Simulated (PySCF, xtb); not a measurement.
CH3Be, SMILES [CH3][Be+], charge +1.

Harmonic wavenumbers (cm⁻¹) from GFN2-xTB (xtb 6.7.1) at its own minimum, in rising order: 451, 451, 845, 1271, 1271, 1284, 2811, 2811, 2880.

Task: What does PBE-D3(BJ)/def2-TZVPD (PySCF 2.14.0) give at its own minimum? (Estimate from the structure and the level; the computed values follow.)

Result: 650, 650, 879, 1117, 1338, 1338, 2950, 3046, 3046. Paired by order, the mean absolute difference is 138 cm⁻¹ and the zero-point energies are 20.1 and 21.5 kcal/mol.
